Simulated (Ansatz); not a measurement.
Ansatz (a program for electronic structure) input (B3LYP-D3(BJ)/def2-TZVP):

Ansatz 0.2 input:
```yaml
crystal:
  periodic: [false, false, false]
  atoms:
    - {symbol: O, position_ang: [1.11506267, -0.63151409, 0.04224857]}
    - {symbol: C, position_ang: [-0.00425118, 0.10072162, -0.00984151]}
    - {symbol: O, position_ang: [-0.05471930, 1.29644549, -0.12667575]}
    - {symbol: O, position_ang: [-1.05807806, -0.71860254, 0.08967140]}
    - {symbol: H, position_ang: [1.85528918, -0.01327768, -0.03185832]}
    - {symbol: H, position_ang: [-1.84790459, -0.16168288, 0.04895372]}
basis:
  gaussian:
    orbitals: def2-TZVP
hamiltonian:
  xc: b3lyp
  dispersion: d3bj
phonons: {temperatures: {t_min: 298.15, t_max: 298.15, t_step: 100}}
```

Output:

```
Functional definition: B3LYP
integrals: 0.04 GiB planned
721 factors; their error is unknown
mean field: 0.43 GiB planned
mean field evaluation 1: about -7206.9852 eV, gradient 7.1e1 eV
mean field evaluation 2: about -7197.6074 eV, gradient 1.0e2 eV
mean field evaluation 4: about -7214.4064 eV, gradient 5.8e0 eV
mean field evaluation 8: about -7214.4573 eV, gradient 1.8e-1 eV
mean field evaluation 16: about -7214.4682 eV, gradient 4.4e-5 eV
mean field -7214.46821012 eV, -265.1268165799 hartree, gradient 4.3e-5 eV, S^2 0.000000; 0 other end points of the search recorded, 0 dependent functions left out
the calculation of the forces begins
reference -7214.46839621 eV, -265.1268234186 hartree; 16, 16 occupied and 120, 120 virtual orbitals, 721 factors
these checks for a lower state are left out or cut short: stability, starts, cluster_reference, orbital_swaps, neighbouring_geometries, increment
integrals: 0.04 GiB planned
721 factors; their error is unknown
mean field: 0.42 GiB planned
mean field -7214.46806626 eV, -265.1268112931 hartree, gradient 1.3e-6 eV, S^2 0.000000; 0 other end points of the search recorded, 0 dependent functions left out
the calculation of the forces begins
reference -7214.46825224 eV, -265.1268181274 hartree; 16, 16 occupied and 120, 120 virtual orbitals, 721 factors
these checks for a lower state are left out or cut short: stability, starts, cluster_reference, orbital_swaps, neighbouring_geometries, increment
integrals: 0.04 GiB planned
721 factors; their error is unknown
mean field: 0.43 GiB planned
mean field evaluation 32: about -7214.4681 eV, gradient 7.0e-7 eV
mean field -7214.46807656 eV, -265.1268116716 hartree, gradient 1.3e-6 eV, S^2 0.000000; 0 other end points of the search recorded, 0 dependent functions left out
the calculation of the forces begins
reference -7214.46826277 eV, -265.1268185147 hartree; 16, 16 occupied and 120, 120 virtual orbitals, 721 factors
these checks for a lower state are left out or cut short: stability, starts, cluster_reference, orbital_swaps, neighbouring_geometries, increment
integrals: 0.04 GiB planned
721 factors; their error is unknown
mean field: 0.42 GiB planned
mean field -7214.46811991 eV, -265.1268132644 hartree, gradient 1.3e-6 eV, S^2 0.000000; 0 other end points of the search recorded, 0 dependent functions left out
the calculation of the forces begins
reference -7214.46830598 eV, -265.1268201025 hartree; 16, 16 occupied and 120, 120 virtual orbitals, 721 factors
these checks for a lower state are left out or cut short: stability, starts, cluster_reference, orbital_swaps, neighbouring_geometries, increment
integrals: 0.04 GiB planned
721 factors; their error is unknown
mean field: 0.43 GiB planned
mean field -7214.46809824 eV, -265.1268124681 hartree, gradient 1.3e-6 eV, S^2 0.000000; 0 other end points of the search recorded, 0 dependent functions left out
the calculation of the forces begins
reference -7214.46828435 eV, -265.1268193075 hartree; 16, 16 occupied and 120, 120 virtual orbitals, 721 factors
these checks for a lower state are left out or cut short: stability, starts, cluster_reference, orbital_swaps, neighbouring_geometries, increment
integrals: 0.04 GiB planned
721 factors; their error is unknown
mean field: 0.43 GiB planned
mean field -7214.46801497 eV, -265.1268094081 hartree, gradient 1.3e-6 eV, S^2 0.000000; 0 other end points of the search recorded, 0 dependent functions left out
the calculation of the forces begins
reference -7214.46820102 eV, -265.1268162455 hartree; 16, 16 occupied and 120, 120 virtual orbitals, 721 factors
these checks for a lower state are left out or cut short: stability, starts, cluster_reference, orbital_swaps, neighbouring_geometries, increment
integrals: 0.04 GiB planned
721 factors; their error is unknown
mean field: 0.42 GiB planned
mean field -7214.46801635 eV, -265.1268094589 hartree, gradient 1.3e-6 eV, S^2 0.000000; 0 other end points of the search recorded, 0 dependent functions left out
the calculation of the forces begins
reference -7214.46820248 eV, -265.1268162991 hartree; 16, 16 occupied and 120, 120 virtual orbitals, 721 factors
these checks for a lower state are left out or cut short: stability, starts, cluster_reference, orbital_swaps, neighbouring_geometries, increment
integrals: 0.04 GiB planned
721 factors; their error is unknown
mean field: 0.43 GiB planned
mean field evaluation 64: about -7214.4591 eV, gradient 2.2e-4 eV
mean field -7214.46810210 eV, -265.1268126101 hartree, gradient 1.3e-6 eV, S^2 0.000000; 0 other end points of the search recorded, 0 dependent functions left out
the calculation of the forces begins
reference -7214.46828818 eV, -265.1268194483 hartree; 16, 16 occupied and 120, 120 virtual orbitals, 721 factors
these checks for a lower state are left out or cut short: stability, starts, cluster_reference, orbital_swaps, neighbouring_geometries, increment
integrals: 0.04 GiB planned
721 factors; their error is unknown
mean field: 0.43 GiB planned
mean field -7214.46811771 eV, -265.1268131838 hartree, gradient 1.3e-6 eV, S^2 0.000000; 0 other end points of the search recorded, 0 dependent functions left out
the calculation of the forces begins
reference -7214.46830382 eV, -265.1268200231 hartree; 16, 16 occupied and 120, 120 virtual orbitals, 721 factors
these checks for a lower state are left out or cut short: stability, starts, cluster_reference, orbital_swaps, neighbouring_geometries, increment
integrals: 0.04 GiB planned
721 factors; their error is unknown
mean field: 0.42 GiB planned
mean field -7214.46814004 eV, -265.1268140043 hartree, gradient 1.3e-6 eV, S^2 0.000000; 0 other end points of the search recorded, 0 dependent functions left out
the calculation of the forces begins
reference -7214.46832621 eV, -265.1268208458 hartree; 16, 16 occupied and 120, 120 virtual orbitals, 721 factors
these checks for a lower state are left out or cut short: stability, starts, cluster_reference, orbital_swaps, neighbouring_geometries, increment
integrals: 0.04 GiB planned
721 factors; their error is unknown
mean field: 0.42 GiB planned
mean field -7214.46814161 eV, -265.1268140620 hartree, gradient 1.3e-6 eV, S^2 0.000000; 0 other end points of the search recorded, 0 dependent functions left out
the calculation of the forces begins
reference -7214.46832762 eV, -265.1268208979 hartree; 16, 16 occupied and 120, 120 virtual orbitals, 721 factors
these checks for a lower state are left out or cut short: stability, starts, cluster_reference, orbital_swaps, neighbouring_geometries, increment
integrals: 0.04 GiB planned
721 factors; their error is unknown
mean field: 0.43 GiB planned
mean field evaluation 96: about -7214.4682 eV, gradient 1.2e-4 eV
mean field -7214.46816710 eV, -265.1268149986 hartree, gradient 1.3e-6 eV, S^2 0.000000; 0 other end points of the search recorded, 0 dependent functions left out
the calculation of the forces begins
reference -7214.46835323 eV, -265.1268218389 hartree; 16, 16 occupied and 120, 120 virtual orbitals, 721 factors
these checks for a lower state are left out or cut short: stability, starts, cluster_reference, orbital_swaps, neighbouring_geometries, increment
integrals: 0.04 GiB planned
721 factors; their error is unknown
mean field: 0.43 GiB planned
mean field -7214.46814673 eV, -265.1268142501 hartree, gradient 1.3e-6 eV, S^2 0.000000; 0 other end points of the search recorded, 0 dependent functions left out
the calculation of the forces begins
reference -7214.46833278 eV, -265.1268210874 hartree; 16, 16 occupied and 120, 120 virtual orbitals, 721 factors
Total energy: -7214.59107549 eV, -265.1313317988 hartree
Atom 0 at     1.115063    -0.631514     0.042249 Å, force     0.000066     0.000012    -0.000002 eV/Å
Atom 1 at    -0.004251     0.100722    -0.009842 Å, force    -0.000015     0.000360    -0.000035 eV/Å
Atom 2 at    -0.054719     1.296445    -0.126676 Å, force     0.000018    -0.000426     0.000042 eV/Å
Atom 3 at    -1.058078    -0.718603     0.089671 Å, force    -0.000067     0.000007     0.000001 eV/Å
Atom 4 at     1.855289    -0.013278    -0.031858 Å, force     0.000030     0.000025    -0.000003 eV/Å
Atom 5 at    -1.847905    -0.161683     0.048954 Å, force    -0.000032     0.000022    -0.000002 eV/Å
Dipole moment:     0.001946    -0.046108     0.004505 e Å
Vibrations: 528.33 548.43 599.06 603.10 802.18 979.29 1150.90 1289.20 1459.47 1825.80 3777.41 3780.18 cm⁻¹, zero-point energy 1.075151 eV
```
